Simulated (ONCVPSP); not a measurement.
**argon, ONCV: configuration errors across variants**

ONCVPSP 4.0.1 input, shortened (lines: element, Z, core and valence counts, functional; n l f; lmax; l rc ep ncon nbas qcut; lloc lpopt rc5 dvloc0; l nproj debl; icmod fcfact rcfact), PBEsol, scalar-relativistic:

```
  Ar 18.00    3    2  -116133      upf
    1    0    2.00
    2    0    2.00
    2    1    6.00
    3    0    2.00
    3    1    4.00
    2
    0    1.15    0.00    4    7    6.40
    1    1.10    0.00    4    8    7.80
    2    1.20    0.41    3    8    7.60
    4    3    1.00    4.00
    0    1    2.30
    1    2    2.90
    2    1    2.30
    3    5.75    1.05
```

In the d channel the program set the typed energies aside and used 0.050 Ha.

All-electron excitation energies from the reference (eV): (1) 3s2 3p6 -44.618; (2) 3s2 3p5 -28.604; (3) 3s2 3p3 42.522; (4) 3s2 3p2 100.095.

Errors AE − PS in meV (a dash: test not solved or not reliable):

| change | (1) | (2) | (3) | (4) | bound ghosts | GHOST(+) flags above zero |
| --- | --- | --- | --- | --- | --- | --- |
| base | +21 | +9.7 | +13 | +83 | none | none |
| core correction Teter function, fcfact 5.75, rcfact 0.94 | +22 | +9.9 | +14 | +88 | none | none |
| core correction Teter function, fcfact 5.75, rcfact 1.24 | +22 | +9.5 | +12 | +75 | none | none |
| core correction Teter function, fcfact 5.75, rcfact 1.4 | +22 | +9.5 | +10 | +65 | none | none |
| core correction Teter function, fcfact 5.75, rcfact 1.58 | +21 | +8.4 | +6.4 | +38 | none | none |
| core correction Teter function, fcfact 5.75, rcfact 1.7 | +16 | +6.1 | +0.5 | +2.3 | none | none |
| core correction Teter function, fcfact 5.75, rcfact 1.86 | -1.6 | -0.7 | -14 | -77 | none | none |
| core correction Teter function, fcfact 5.75, rcfact 2.06 | -57 | -20 | -46 | -234 | none | none |

Question: Give the same row for: core correction Teter function, fcfact 5.75, rcfact 1.12.

Answer: +21, +9.6, +12, +80; bound ghosts: none; GHOST(+) flags above zero: none.
